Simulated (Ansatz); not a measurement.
Reaction (redistribution): `[CH3][SnH2][AlH2]` + `CB[SiH2]SC` → `CB[SiH2][AlH2]` + `C[S][SnH2][CH3]`

Isolated molecules relaxed with PBE0-D4/def2-TZVP in Ansatz; ΔE leaves out vibrations. CBS: MP2 limit from def2 TZ/QZ plus the TZ coupled-cluster correction, frozen cores. Functionals use def2-TZVPP. HSE06 is defined as in plane-wave codes. def2 core potentials past Kr. For Sn outer-core shells are correlated without core-valence functions, which leaves a few kJ/mol of doubt a bond. Each species was taken in one conformer, which may not be the lowest.

| level | ΔE (kcal/mol) |
| --- | --- |
| ωB97M-V | 6.1 |
| PBE-QIDH | 5.6 |
| revPBE | 3.2 |
| HSE06 | 4.6 |
| CAM-B3LYP | 6.0 |
| CCSD(T)/def2-SVP | 4.2 |
| MP2/def2-QZVPP | 6.0 |
| SCS-MP2/def2-QZVPP | 6.1 |

Task: What does CCSD(T)/CBS give? (Best estimate.)

Result: Computed: +5.0 kcal/mol. The listed levels differ from it by 1.1, 0.6, -1.8, -0.4, 1.0, -0.8, 1.0, 1.1 kcal/mol.

Task: What do rigid-rotor, harmonic-oscillator terms from PBE0-D4/def2-TZVP frequencies (298.15 K, 1 bar) make of the CCSD(T)/CBS value? (An estimate is asked.)

Result: Computed: ΔZPE = -0.1 kcal/mol, ΔH = +4.9 kcal/mol, ΔS = 1 J/(mol·K), ΔG = +4.8 kcal/mol. Modes under 50 cm⁻¹ make the entropy rough.

Largest T1 diagnostic among the species: 0.014.

From PBE to PBE0 (25 % exact exchange), in def2-TZVPP and without D4, ΔE moves by +1.2 kcal/mol. At CCSD(T), def2-SVP lies −0.8 kcal/mol from the extrapolated value and def2-TZVPP −0.0 kcal/mol. In def2-TZVPP, CCSD(T) changes the Hartree–Fock value by −2.2 kcal/mol (the triples alone add −0.6 kcal/mol) and MP2 by −1.2 kcal/mol.
